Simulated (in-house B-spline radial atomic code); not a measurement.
**Ionising B with different functionals**

Computed with a B-spline radial code for spherical atoms: non-relativistic Hamiltonian, point nucleus, spin-polarised at highest spin, spherical fractional occupations for the functionals, and exact exchange of hybrids averaged over the configuration. The ionisation energy is the difference of two self-consistent energies, [He] 2s2 2p1 → [He] 2s2, without Breit or QED terms; ε is the level of the shell that loses the electron (its least bound occupied spin orbital).

```
   method                    rung  ΔSCF (eV)  -ε(2p) (eV)
     PBE0           global hybrid       8.51         5.25
    B3LYP           global hybrid       8.58         5.02
    TPSSh           global hybrid       8.40         4.48
   M06-2X           global hybrid       8.67         6.69
BHandHLYP           global hybrid       8.46         6.38
  r2SCAN0           global hybrid       8.40         5.28
    B97-1           global hybrid       8.40         4.92
    HSE06  range-separated hybrid       8.50         4.85
    wB97X  range-separated hybrid       8.43         7.66
CAM-B3LYP  range-separated hybrid       8.62         6.67
  LC-wPBE  range-separated hybrid       8.67         8.15
```

(1) Among the functionals, which spreads more, the ΔSCF values or the orbital energies?

(2) How do they compare with the NIST value?

## Answers

(1) The orbital energies: ΔSCF values span about 0.27 eV and the orbital energies 3.67 eV; here energy differences depend much less on the functional than eigenvalues do.

(2) NIST lists 8.298 eV (measured, ground level to ground level). Errors run from +0.10 to +0.37 eV; B97-1 is closest (+0.10 eV), but part of that can be cancellation, since the calculations leave out relativity, Breit-QED terms, multiplet and fine-structure energies.
